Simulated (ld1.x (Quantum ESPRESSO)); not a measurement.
# Before and after: TM potential for iodine

- Element: I (Z = 53)
- Generator: ld1.x (Quantum ESPRESSO) 7.5
- Type: norm-conserving Troullier–Martins (Kleinman–Bylander form)
- Functional: PBE
- Relativity: scalar-relativistic
- Frozen core: [Kr]
- Valence charge: 17
- Reference configuration: 4d10 5s2 5p5
- Partial waves: 5p (bound): rc 1.95 bohr; 4d (bound): rc 1.20 bohr; 5s (bound): rc 1.75 bohr
- Local potential: the s channel
- Core correction: Bessel-smoothed model core inside 1.20 bohr

Change: type PAW; waves now 5s (bound): rcut 1.50, rcutus 1.75 bohr; 5s channel at -0.1 Ry: rcut 1.50, rcutus 1.75 bohr; 5p (bound): rcut 1.70, rcutus 1.95 bohr; 5p channel at 4 Ry: rcut 1.70, rcutus 1.95 bohr; 4d (bound): rcut 1.05, rcutus 1.20 bohr; 4d channel at -2 Ry: rcut 1.05, rcutus 1.20 bohr; local potential all-electron potential smoothed inside 1.85 bohr (lloc = -1); augmentation PSQ, inside the norm-conserving radii.

Cutoffs: the cutoffs (Ry, on a coarse ladder) from which the occupation-weighted sum of valence levels, in a spherical-Bessel basis at the reference potential, stays within 10 and 1 mRy of its value at 400 Ry; they do not see the model core or the augmentation charge, which bear on the density cutoff. Errors are all-electron minus pseudo energies relative to the spin-unpolarised reference configuration.

How do hardness, ghosts and transferability respond?

The potential gets softer (120 Ry and 200 Ry → 110 Ry and 180 Ry); of the 7 tests that both files solve, the error grows in 5 and shrinks in 2 by more than 15 % and 0.3 meV (median size 8.8 → 17.3 meV); the range in which the d phases agree widens (upper end -0.3 → at the end of the scan); neither file shows a bound ghost. Several settings change at once here, so the effects cannot be laid on one of them.

| quantity | base | changed |
| --- | --- | --- |
| cutoff, loose | 120 Ry | 110 Ry |
| cutoff, tight | 200 Ry | 180 Ry |
| loose cutoff by channel (10 mRy a level) | p 15 Ry, d 100 Ry, s 25 Ry | s 10 Ry, p 6 Ry, d 70 Ry |
| bound ghosts | none | none |
| error for 4d10 5s2 5p4, meV [ΔE 11.13 eV] | -1.1 | -2.9 |
| error for 4d10 5s2 5p3, meV [ΔE 30.98 eV] | +1.5 | -8.0 |
| error for 4d10 5s2 5p2, meV [ΔE 60.31 eV] | +8.8 | -17 |
| error for 4d10 5s1 5p5, meV [ΔE 22.11 eV] | -0.9 | -3.7 |
| error for 4d9 5s2 5p6, meV [ΔE 45.86 eV] | -583 | -120 |
| error for 4d9 5s2 5p5, meV [ΔE 58.25 eV] | -513 | -128 |
| error for 4d10 5s2 5p1, meV [ΔE 99.73 eV] | +19 | -35 |
| s: phases at 2.14 bohr within 0.05 rad from the reference energy up to (Ry; the scan ends near 5) | 3.7 | 3.1 |
| p: phases at 2.14 bohr within 0.05 rad from the reference energy up to (Ry; the scan ends near 5) | to the end of the scan | to the end of the scan |
| d: phases at 2.14 bohr within 0.05 rad from the reference energy up to (Ry; the scan ends near 5) | -0.3 | to the end of the scan |
